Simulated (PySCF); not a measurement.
**Computed against measured: harmonic wavenumber ωe**

CCSD(T), PBE, r²SCAN in PySCF with x2c-SVPall on every atom, spin-free X2C, for the lowest determinant that a PBE0 search found; no spin–orbit coupling. Measured values: Huber and Herzberg, Constants of Diatomic Molecules (1979).

```json
{"molecule": "SnS", "measured (cm⁻¹)": "487.26", "CCSD(T)": "474", "PBE": "474", "r²SCAN": "494"}
{"molecule": "GeS", "measured (cm⁻¹)": "575.8", "CCSD(T)": "569", "PBE": "558", "r²SCAN": "582"}
{"molecule": "SiS", "measured (cm⁻¹)": "749.64", "CCSD(T)": "748", "PBE": "726", "r²SCAN": "752"}
{"molecule": "O2", "measured (cm⁻¹)": "1580.193", "CCSD(T)": "1639", "PBE": "1608", "r²SCAN": "1674"}
{"molecule": "AlI", "measured (cm⁻¹)": "316.1", "CCSD(T)": "328", "PBE": "314", "r²SCAN": "321"}
{"molecule": "HI", "measured (cm⁻¹)": "2309.014", "CCSD(T)": "2334", "PBE": "2263", "r²SCAN": "2332"}
{"molecule": "CaS", "measured (cm⁻¹)": "462.23", "CCSD(T)": "410", "PBE": "480", "r²SCAN": "494"}
{"molecule": "KI", "measured (cm⁻¹)": "186.53", "CCSD(T)": "185", "PBE": "186", "r²SCAN": "188"}
```

**Question.** Give the mean signed and mean absolute error of each level in %, and name the best.

**Answer.** CCSD(T) -1.0 and 3.1; PBE -0.8 and 2.2; r²SCAN +2.4 and 2.4. The best two lie too close to rank on so few molecules. CCSD(T) and MP2 converge slowly with the basis and look worse in a small one than at the limit.

**Question.** Which molecule does r²SCAN miss most?

**Answer.** CaS, by +6.9 %.

The molecules are drawn from runs that passed checks on state, spin purity and fit, so the hardest cases are missing and the errors look smaller than over all diatomics.

Correlated steps freeze the inner cores (2 to 23 orbitals); shallow outer-core shells are correlated. Spin–orbit coupling is left out. The CCSD T1 diagnostic is raised in CaS, GeS, SiS, SnS, a sign that a single reference may not be enough there. States were picked by a PBE0 search and need not be the measured ground states.
